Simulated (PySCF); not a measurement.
[CrO3Cl]- (charge -1 and singlet state).
Cartesian coordinates in Å at the PBE0-D3(BJ)/def2-SVP level; atoms count from 1:
```
atom  x, y, z in Å
Cr1    0.067    0.126    0.063
O2     0.003    0.002    1.625
O3     1.552    0.143   -0.438
O4    -0.707    1.398   -0.433
Cl5   -0.915   -1.670   -0.818
```

The closed-shell ground state was solved at several levels (PySCF, density fitting, gas phase, non-relativistic). The geometry's basis has no diffuse functions, a weakness for an anion. No diffuse functions stand in pcSseg-1 (pcSseg-2 on Cr), which bears on an anion's orbital energies.

```tsv
level	basis functions	total energy (Eh)	HOMO (eV)	LUMO (eV)	gap (eV)
B3LYP/pcSseg-1 (pcSseg-2 on Cr)	148	-1730.5731	-2.99	2.25	5.24
wB97X-D/def2-SVPD	130	-1729.9894	-5.60	3.69	9.29
PBE/pcSseg-1 (pcSseg-2 on Cr)	148	-1729.9761	-1.55	1.75	3.30
```

Problem. What might PBE0/pcSseg-1 (pcSseg-2 on Cr) (148 basis functions) give for the same quantities?

Solution. Total energy -1729.9095 Eh, HOMO -3.30 eV, LUMO 2.46 eV, gap 5.76 eV.

Problem. Over all these levels, which gives the widest orbital gap and which the narrowest?

Solution. wB97X-D/def2-SVPD (range-separated hybrid) has the widest, 9.29 eV, and PBE/pcSseg-1 (pcSseg-2 on Cr) (GGA) the narrowest, 3.30 eV. Functional and basis both differ between the two, so the spread mixes both effects.

Problem. In the pcSseg-1 (pcSseg-2 on Cr) basis, how does the gap go with the fixed share of exact exchange?

Solution. PBE (0 %) 3.30 eV; B3LYP (20 %) 5.24 eV; PBE0 (25 %) 5.76 eV. Each rise in the share widens the gap here.

The pairwise dispersion term of wB97X-D wasn't added to the energies; at a given geometry it leaves orbitals and properties as they are.
